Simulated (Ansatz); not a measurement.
Ansatz (a program for electronic structure) job for C2H10FNSi2, SMILES CC[SiH2][Si@@H](N)F, PBE0-D3(BJ)/def2-SVP. 

Ansatz 0.2 input:
```yaml
crystal:
  periodic: [false, false, false]
  atoms:
    - {symbol: C, position_ang: [-2.27082260, 0.01369303, -2.59737573]}
    - {symbol: C, position_ang: [-1.60464742, -0.50847434, -1.33157047]}
    - {symbol: Si, position_ang: [-0.27791232, 0.67852253, -0.65673520]}
    - {symbol: Si, position_ang: [0.63945361, -0.15984258, 1.27296584]}
    - {symbol: N, position_ang: [1.62303302, -1.52389496, 0.92740608]}
    - {symbol: F, position_ang: [1.53131261, 1.03666483, 1.92961740]}
    - {symbol: H, position_ang: [-2.75393321, 0.96942101, -2.40763057]}
    - {symbol: H, position_ang: [-3.02519609, -0.68216487, -2.96247851]}
    - {symbol: H, position_ang: [-1.53480455, 0.16013950, -3.38456955]}
    - {symbol: H, position_ang: [-2.37062245, -0.67839146, -0.57201463]}
    - {symbol: H, position_ang: [-1.16074543, -1.48412297, -1.53945351]}
    - {symbol: H, position_ang: [0.70836353, 0.89591585, -1.73430074]}
    - {symbol: H, position_ang: [-0.91515776, 1.98901366, -0.44409584]}
    - {symbol: H, position_ang: [-0.16400706, -0.55647564, 2.42478728]}
    - {symbol: H, position_ang: [2.10477552, -1.60829369, 0.04845560]}
    - {symbol: H, position_ang: [2.15952472, -1.96059126, 1.65934950]}
basis:
  gaussian:
    orbitals: def2-SVP
hamiltonian:
  xc: pbe0
  dispersion: d3bj
relax: {f_tol: 0.002, max_steps: 200}
```

Program output:

```
WARN ansatz: RAYON_NUM_THREADS=2 ignored (pool sized by the plan → 2); use --threads N
Functional definition: PBE0
integrals: 0.12 GiB planned
1519 factors; integrals over basis functions are off by at most 3.5e-4 eV
mean field: 0.89 GiB planned
mean field evaluation 1: about -22167.6341 eV, gradient 7.0e1 eV
mean field evaluation 2: about -22158.7606 eV, gradient 9.2e1 eV
mean field evaluation 4: about -22178.1213 eV, gradient 3.8e0 eV
mean field evaluation 8: about -22178.1669 eV, gradient 7.3e-2 eV
mean field evaluation 16: about -22178.1670 eV, gradient 1.2e-5 eV
mean field -22178.16695229 eV, -815.0326025953 hartree, gradient 1.2e-5 eV, S^2 0.000000; 0 other end points of the search recorded, 0 dependent functions left out
the calculation of the forces begins
reference -22178.16698490 eV, -815.0326037935 hartree; 33, 33 occupied and 109, 109 virtual orbitals, 1519 factors
relax step   1: F+E_penalty+E_count = -22178.49418366 eV  Δ(F+E_penalty+E_count) = +0.000e0 eV  max|allowed force component| = 1.026e0 eV/Å  Δτ_max = 0.0000 Å  (26 SCF iters, accepted)
these checks for a lower state are left out or cut short: starts, cluster_reference, orbital_swaps, neighbouring_geometries, increment
integrals: 0.12 GiB planned
1519 factors; integrals over basis functions are off by at most 4.0e-4 eV
mean field: 0.89 GiB planned
mean field -22178.29609604 eV, -815.0373485404 hartree, gradient 1.9e-5 eV, S^2 0.000000; 0 other end points of the search recorded, 0 dependent functions left out
the calculation of the forces begins
[...]
relax step   6: F+E_penalty+E_count = -22178.66579191 eV  Δ(F+E_penalty+E_count) = -2.010e-3 eV  max|allowed force component| = 4.309e-2 eV/Å  Δτ_max = 0.0508 Å  (28 SCF iters, accepted)
these checks for a lower state are left out or cut short: starts, cluster_reference, orbital_swaps, neighbouring_geometries, increment
integrals: 0.12 GiB planned
1519 factors; integrals over basis functions are off by at most 4.0e-4 eV
mean field: 0.89 GiB planned
mean field -22178.34126237 eV, -815.0390083725 hartree, gradient 8.7e-5 eV, S^2 0.000000; 0 other end points of the search recorded, 0 dependent functions left out
the calculation of the forces begins
reference -22178.34129520 eV, -815.0390095790 hartree; 33, 33 occupied and 109, 109 virtual orbitals, 1519 factors
relax step   7: F+E_penalty+E_count = -22178.66774001 eV  Δ(F+E_penalty+E_count) = -1.948e-3 eV  max|allowed force component| = 4.964e-2 eV/Å  Δτ_max = 0.0826 Å  (25 SCF iters, accepted)
these checks for a lower state are left out or cut short: starts, cluster_reference, orbital_swaps, neighbouring_geometries, increment
integrals: 0.12 GiB planned
1519 factors; integrals over basis functions are off by at most 4.0e-4 eV
mean field: 0.89 GiB planned
mean field -22178.34146075 eV, -815.0390156626 hartree, gradient 6.5e-6 eV, S^2 0.000000; 0 other end points of the search recorded, 0 dependent functions left out
the calculation of the forces begins
reference -22178.34149354 eV, -815.0390168677 hartree; 33, 33 occupied and 109, 109 virtual orbitals, 1519 factors
relax step   8: F+E_penalty+E_count = -22178.66840322 eV  Δ(F+E_penalty+E_count) = -6.632e-4 eV  max|allowed force component| = 5.995e-2 eV/Å  Δτ_max = 0.0424 Å  (26 SCF iters, accepted)
these checks for a lower state are left out or cut short: starts, cluster_reference, orbital_swaps, neighbouring_geometries, increment
integrals: 0.12 GiB planned
1519 factors; integrals over basis functions are off by at most 4.0e-4 eV
mean field: 0.89 GiB planned
mean field evaluation 64: about -22178.3233 eV, gradient 5.4e-1 eV
mean field -22178.34139111 eV, -815.0390131037 hartree, gradient 2.5e-5 eV, S^2 0.000000; 0 other end points of the search recorded, 0 dependent functions left out
the calculation of the forces begins
reference -22178.34142387 eV, -815.0390143076 hartree; 33, 33 occupied and 109, 109 virtual orbitals, 1519 factors
relax step   9: F+E_penalty+E_count = -22178.66863912 eV  Δ(F+E_penalty+E_count) = -2.359e-4 eV  max|allowed force component| = 3.620e-2 eV/Å  Δτ_max = 0.0198 Å  (22 SCF iters, accepted)
these checks for a lower state are left out or cut short: starts, cluster_reference, orbital_swaps, neighbouring_geometries, increment
integrals: 0.12 GiB planned
1519 factors; integrals over basis functions are off by at most 4.0e-4 eV
mean field: 0.89 GiB planned
mean field -22178.34154808 eV, -815.0390188720 hartree, gradient 1.2e-5 eV, S^2 0.000000; 0 other end points of the search recorded, 0 dependent functions left out
the calculation of the forces begins
reference -22178.34158084 eV, -815.0390200761 hartree; 33, 33 occupied and 109, 109 virtual orbitals, 1519 factors
relax step  10: F+E_penalty+E_count = -22178.66876617 eV  Δ(F+E_penalty+E_count) = -1.271e-4 eV  max|allowed force component| = 1.609e-2 eV/Å  Δτ_max = 0.0148 Å  (23 SCF iters, accepted)
these checks for a lower state are left out or cut short: starts, cluster_reference, orbital_swaps, neighbouring_geometries, increment
integrals: 0.12 GiB planned
1519 factors; integrals over basis functions are off by at most 4.0e-4 eV
mean field: 0.89 GiB planned
mean field -22178.34170847 eV, -815.0390247663 hartree, gradient 2.0e-5 eV, S^2 0.000000; 0 other end points of the search recorded, 0 dependent functions left out
the calculation of the forces begins
reference -22178.34174123 eV, -815.0390259701 hartree; 33, 33 occupied and 109, 109 virtual orbitals, 1519 factors
relax step  11: F+E_penalty+E_count = -22178.66888556 eV  Δ(F+E_penalty+E_count) = -1.194e-4 eV  max|allowed force component| = 5.359e-3 eV/Å  Δτ_max = 0.0141 Å  (22 SCF iters, accepted)
these checks for a lower state are left out or cut short: starts, cluster_reference, orbital_swaps, neighbouring_geometries, increment
integrals: 0.12 GiB planned
1519 factors; integrals over basis functions are off by at most 4.0e-4 eV
mean field: 0.89 GiB planned
mean field -22178.34168080 eV, -815.0390237496 hartree, gradient 1.4e-5 eV, S^2 0.000000; 0 other end points of the search recorded, 0 dependent functions left out
the calculation of the forces begins
reference -22178.34171355 eV, -815.0390249529 hartree; 33, 33 occupied and 109, 109 virtual orbitals, 1519 factors
relax step  12: F+E_penalty+E_count = -22178.66890797 eV  Δ(F+E_penalty+E_count) = -2.241e-5 eV  max|allowed force component| = 6.499e-3 eV/Å  Δτ_max = 0.0093 Å  (22 SCF iters, accepted)
these checks for a lower state are left out or cut short: starts, cluster_reference, orbital_swaps, neighbouring_geometries, increment
integrals: 0.12 GiB planned
1519 factors; integrals over basis functions are off by at most 4.0e-4 eV
mean field: 0.89 GiB planned
mean field -22178.34168526 eV, -815.0390239135 hartree, gradient 1.1e-5 eV, S^2 0.000000; 0 other end points of the search recorded, 0 dependent functions left out
the calculation of the forces begins
reference -22178.34171800 eV, -815.0390251166 hartree; 33, 33 occupied and 109, 109 virtual orbitals, 1519 factors
relax step  13: F+E_penalty+E_count = -22178.66892072 eV  Δ(F+E_penalty+E_count) = -1.276e-5 eV  max|allowed force component| = 7.787e-3 eV/Å  Δτ_max = 0.0077 Å  (22 SCF iters, accepted)
these checks for a lower state are left out or cut short: starts, cluster_reference, orbital_swaps, neighbouring_geometries, increment
integrals: 0.12 GiB planned
1519 factors; integrals over basis functions are off by at most 4.0e-4 eV
mean field: 0.89 GiB planned
mean field evaluation 96: about -22178.3417 eV, gradient 2.3e-5 eV
mean field -22178.34168655 eV, -815.0390239609 hartree, gradient 2.6e-5 eV, S^2 0.000000; 0 other end points of the search recorded, 0 dependent functions left out
the calculation of the forces begins
reference -22178.34171929 eV, -815.0390251640 hartree; 33, 33 occupied and 109, 109 virtual orbitals, 1519 factors
relax step  14: F+E_penalty+E_count = -22178.66892795 eV  Δ(F+E_penalty+E_count) = -7.223e-6 eV  max|allowed force component| = 5.596e-3 eV/Å  Δτ_max = 0.0021 Å  (19 SCF iters, accepted)
these checks for a lower state are left out or cut short: starts, cluster_reference, orbital_swaps, neighbouring_geometries, increment
integrals: 0.12 GiB planned
1519 factors; integrals over basis functions are off by at most 4.0e-4 eV
mean field: 0.89 GiB planned
mean field -22178.34168253 eV, -815.0390238132 hartree, gradient 5.0e-5 eV, S^2 0.000000; 0 other end points of the search recorded, 0 dependent functions left out
the calculation of the forces begins
reference -22178.34171527 eV, -815.0390250163 hartree; 33, 33 occupied and 109, 109 virtual orbitals, 1519 factors
relax step  15: F+E_penalty+E_count = -22178.66893201 eV  Δ(F+E_penalty+E_count) = -4.064e-6 eV  max|allowed force component| = 1.437e-3 eV/Å  Δτ_max = 0.0026 Å  (19 SCF iters, accepted)
these checks for a lower state are left out or cut short: starts, cluster_reference, orbital_swaps, neighbouring_geometries, increment
integrals: 0.12 GiB planned
1519 factors; integrals over basis functions are off by at most 4.0e-4 eV
mean field: 0.89 GiB planned
mean field -22178.34167235 eV, -815.0390234389 hartree, gradient 6.3e-5 eV, S^2 0.000000; 0 other end points of the search recorded, 0 dependent functions left out
the calculation of the forces begins
reference -22178.34170508 eV, -815.0390246419 hartree; 33, 33 occupied and 109, 109 virtual orbitals, 1519 factors
relax step  16: F+E_penalty+E_count = -22178.66893364 eV  Δ(F+E_penalty+E_count) = -1.626e-6 eV  max|allowed force component| = 1.380e-3 eV/Å  Δτ_max = 0.0028 Å  (19 SCF iters, accepted)
these checks for a lower state are left out or cut short: starts, cluster_reference, orbital_swaps, neighbouring_geometries, increment
integrals: 0.12 GiB planned
1519 factors; integrals over basis functions are off by at most 4.0e-4 eV
mean field: 0.89 GiB planned
mean field -22178.34165529 eV, -815.0390228122 hartree, gradient 3.9e-5 eV, S^2 0.000000; 0 other end points of the search recorded, 0 dependent functions left out
the calculation of the forces begins
reference -22178.34168803 eV, -815.0390240151 hartree; 33, 33 occupied and 109, 109 virtual orbitals, 1519 factors
relax step  17: F+E_penalty+E_count = -22178.66893459 eV  Δ(F+E_penalty+E_count) = -9.537e-7 eV  max|allowed force component| = 1.038e-3 eV/Å  Δτ_max = 0.0021 Å  (19 SCF iters, accepted)
integrals: 0.12 GiB planned
1519 factors; integrals over basis functions are off by at most 4.0e-4 eV
mean field: 0.89 GiB planned
mean field -22178.34165529 eV, -815.0390228122 hartree, gradient 3.9e-5 eV, S^2 0.000000; 1 other end points of the search recorded, 0 dependent functions left out
the calculation of the forces begins
reference -22178.34168803 eV, -815.0390240151 hartree; 33, 33 occupied and 109, 109 virtual orbitals, 1519 factors
Total energy: -22178.66896732 eV, -815.0510513074 hartree
Atom 0 at    -2.243391    -0.064900    -2.603040 Å, force    -0.000269    -0.000138     0.000064 eV/Å
Atom 1 at    -1.578155    -0.475651    -1.293070 Å, force    -0.000052     0.000101    -0.000267 eV/Å
Atom 2 at    -0.320070     0.769323    -0.623428 Å, force    -0.000308    -0.000478    -0.000398 eV/Å
Atom 3 at     0.707460    -0.102671     1.286810 Å, force     0.000461     0.001038     0.000174 eV/Å
Atom 4 at     1.541289    -1.526706     0.812586 Å, force     0.000910    -0.000907     0.000092 eV/Å
Atom 5 at     1.682883     1.050590     1.925209 Å, force    -0.000156    -0.000740    -0.000270 eV/Å
Atom 6 at    -2.792925     0.883897    -2.497796 Å, force    -0.000104     0.000065    -0.000024 eV/Å
Atom 7 at    -2.962584    -0.824404    -2.948985 Å, force    -0.000145    -0.000072    -0.000049 eV/Å
Atom 8 at    -1.502342     0.076083    -3.405694 Å, force     0.000060     0.000103     0.000123 eV/Å
Atom 9 at    -2.335885    -0.640717    -0.507255 Å, force     0.000198    -0.000127    -0.000038 eV/Å
Atom 10 at    -1.050706    -1.439159    -1.402441 Å, force     0.000087    -0.000065    -0.000061 eV/Å
Atom 11 at     0.744752     1.015975    -1.652850 Å, force     0.000196    -0.000032     0.000463 eV/Å
Atom 12 at    -0.976863     2.083748    -0.333242 Å, force     0.000006     0.000361     0.000142 eV/Å
Atom 13 at    -0.221701    -0.492390     2.386454 Å, force     0.000026     0.000053    -0.000186 eV/Å
Atom 14 at     2.136834    -1.528032    -0.007988 Å, force    -0.000326     0.000590     0.000187 eV/Å
Atom 15 at     1.860020    -2.203867     1.497087 Å, force    -0.000583     0.000247     0.000047 eV/Å
Dipole moment:    -0.034470    -0.466566    -0.205421 e Å
```

The run converged.

Cost: roughly 110 core-seconds.
